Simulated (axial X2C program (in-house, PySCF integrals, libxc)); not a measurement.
What spin–orbit coupling does to CaTi

Calculated with an in-house all-electron X2C program for linear molecules (integrals from PySCF). Spin-free means the one-electron spin-free X2C Hamiltonian; two-component (2c) means X2C with spin–orbit coupling and atomic mean-field two-electron Coulomb and Gaunt terms, so the difference of the two also holds small scalar two-electron terms. Basis: Ti dyall-cv3z [10s10p6d4f2g], Ca dyall-cv3z [11s12p6d4f] (cores contracted in-house); Gaussian nuclei, density fitting, unrestricted open shells. Masses: Ti 47.948 u, Ca 39.963 u.

Spin-free state: M_S = 2, Λ = 2 (beyond evenly filled blocks: σα, π+α, π-α, δ+α); fragments Ti + Ca.

```json
{"level": "PBE0", "Re (Å)": "3.184", "ωe (cm⁻¹)": "141.2", "μ (D)": "0.18"}
{"level": "MP2", "Re (Å)": "3.367", "ωe (cm⁻¹)": "109.6", "μ (D)": "n/a"}
{"level": "CCSD", "Re (Å)": "3.233", "ωe (cm⁻¹)": "132.1", "μ (D)": "n/a"}
{"level": "CCSD(T)", "Re (Å)": "3.159", "ωe (cm⁻¹)": "157.6", "μ (D)": "n/a"}
{"level": "BLYP", "Re (Å)": "3.104", "ωe (cm⁻¹)": "155.1", "μ (D)": "0.85"}
```

Correlated methods: 6 electrons correlated (number of frozen shells: Ti 3 s, 2 p; Ca 3 s, 2 p), 334 virtual spin orbitals or spinors in MP2, 90 natural virtuals in coupled cluster.

Dipoles are positive if Ca is the positive end.

Two-component determinant lowest at the distance of the search:

Ω = 4 (⟨Sz⟩ = 2.00, ⟨Lz⟩ = 2.00 at HF); fragments Ti + Ca.

| level | Re (Å) | ωe (cm⁻¹) | μ (D) |
| --- | --- | --- | --- |
| PBE0 | 3.185 | 141.0 | 0.18 |
| MP2 | 3.371 | 109.2 | n/a |
| CCSD | 3.236 | 131.2 | n/a |
| CCSD(T) | 3.161 | 156.7 | n/a |
| BLYP | 3.104 | 154.9 | 0.85 |

Q: From the two tables, how do the constants change at the CCSD(T) level (2c against spin-free)?

A: At the CCSD(T) level Re goes up by 0.002 Å and ωe drops by 0.9 cm⁻¹.

The state is a single determinant with fixed occupations, the lowest that a limited PBE0 search found. De is not given where an atomic determinant may have missed its ground term or J level, or where the truncated virtual space spoils (T). Density functionals use the spin component along the axis (collinear). CCSD and (T) use frozen natural virtuals with an MP2 correction for the truncation; (T) itself is uncorrected, so its De runs slightly low. Other states lie close and PBE0, whose exact exchange favours high spin, may order them wrongly; the determinant shown need not be the ground state. The nearest other spin-free determinant of the search, M_S = 2, Λ = 3, lies 0.14 eV up at the distance of the search. The functionals have no current-density term, which raises determinants with orbital currents, atoms included. The spin of this state cannot come from the lowest atoms; the curve heads to a higher limit, and no De is given. With several unpaired electrons one determinant need not be a pure state. A state of lower Ω lies just above, and one determinant can place such states too high, so the state shown need not be the lowest. The search has Ω = 1 only 0.11 eV up. The outer-core s and p shells of the metal are frozen in the correlated rows, which leaves out core–valence correlation; for alkali and alkaline-earth bonds that tends to lengthen them. Open-shell Ω = 0 determinants with evenly filled partner blocks cannot be reached by this program, so the Ω shown need not be the lowest component. At some level and bond length an empty orbital lies below a filled one. The determinant is spin-polarised beyond a pure state at some levels (its spin-free form has ⟨S²⟩ too high), which makes Re and μ there less reliable. The T1 diagnostic is large, a sign of multireference character.
